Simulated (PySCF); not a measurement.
**Computed data sheet: adiponitrile, `N#CCCCCC#N`**

Adiponitrile, C6H8N2.
Numbering: `[N:1]#[C:2][CH2:3][CH2:4][CH2:5][CH2:6][C:7]#[N:8]` (hydrogens: H9, H10 on C3; H11, H12 on C4; H13, H14 on C5; H15, H16 on C6)

Structure used (PBE0-D3(BJ)/def2-SVP), in Å, numbered top down from 1:
```
atom  x, y, z in Å
N1    -3.269    1.412    0.300
C2    -2.621    0.470    0.123
C3    -1.762   -0.692   -0.083
C4    -0.349   -0.485    0.466
C5     0.387    0.671   -0.195
C6     1.800    0.877    0.354
C7     2.660   -0.284    0.147
N8     3.307   -1.226   -0.031
H9    -1.730   -0.906   -1.164
H10   -2.238   -1.562    0.395
H11    0.213   -1.421    0.321
H12   -0.404   -0.318    1.555
H13   -0.175    1.607   -0.050
H14    0.442    0.504   -1.284
H15    2.276    1.748   -0.123
H16    1.768    1.090    1.435
```

Among its groups: nitrile.

**PBE0-D3(BJ)/def2-SVP geometry optimisation, gas phase (PySCF)**

```yaml
Point_group: Ci
Rotational_constants_A_B_C: 6.235, 0.847, 0.772 GHz
```

From B3LYP/def2-SVPD ground state, ΔSCF and vertical TDDFT (core frozen in the response) (PySCF):

```yaml
Dipole_moment: 0.00 D
HOMO_energy: -9.29 eV
LUMO_energy: -0.33 eV
HOMO–LUMO_gap: 8.96 eV
Lowest_singlet_excitation: 7.61 eV (163 nm, f = 0.000)
Strongest_line_among_the_10_lowest_singlet_transitions: S10 at 8.51 eV (146 nm, f = 0.037)
Lowest_triplet_excitation_Tamm–Dancoff: 6.32 eV
Static_isotropic_polarisability: 78.0 au
Vertical_ionisation_energy: 11.24 eV
Electronic_spatial_extent_⟨r²⟩_about_the_centre_of_nuclear_charge: 1382 bohr²
```

**KT2/pcSseg-1 ground state and GIAO shieldings, non-relativistic (PySCF)**

```yaml
13C_chemical_shifts_computed_TMS_as_zero_by_class: 111.5 (C2/C7), 28.8 (C4/C5), 19.6 (C3/C6) ppm
1H_chemical_shifts_computed_TMS_as_zero_by_class: 2.31 (H9/H10/H15/H16), 1.62 (H11/H12/H13/H14) ppm
Isotropic_shieldings_of_nuclei_other_than_C_and_H_by_class: -21 (N1/N8) ppm
```

B3LYP/pcJ-1 indirect spin-spin coupling, non-relativistic, gas phase; spin–dipole term left out for some pairs (PySCF):

```yaml
Largest_of_the_computed_one-bond_spin–spin_couplings_means_over_like_bonds: 13C–1H +139.9 (C3–H9 and 3 like it), 13C–1H +135.9 (C4–H11 and 3 like it), 13C–13C +64.9 (C2–C3 and 1 like it), 13C–13C +37.8 (C4–C5), 13C–13C +35.8 (C3–C4 and 1 like it), 15N–13C -18.5 (N1–C2 and 1 like it) Hz
```

Monoisotopic mass from the formula: 108.0687 u.

Point group Ci forbids a permanent dipole, so the rigid molecule has no electric-dipole pure rotational spectrum. S1 lies 1.35 eV below the HOMO–LUMO gap; its leading configuration is HOMO→LUMO, weight 0.40. The largest Löwdin shares of the HOMO are 0.21 on N8, 0.21 on N1, 0.15 on C7 and 0.15 on C2. The rotational constants make it an asymmetric top with κ = (2B − A − C)/(A − C) = -0.97, nearer the prolate limit (−1). The ΔSCF ionisation energy exceeds −ε(HOMO) by 1.95 eV with B3LYP. The polarisability is 11.56 Å³ as a volume (1 au = 0.148185 Å³), or 1.34 au for each of the 58 electrons. No computed singlet falls in the visible range (750 to 380 nm, 1.65 to 3.26 eV); S1 lies 4.35 eV above its blue end.

 NMR classes are plain means over equivalent atoms (diastereotopic ones count apart unless rotation or inversion swaps them), as if these changed places fast; in this geometry the members of some classes differ.

One conformer stands for the species.
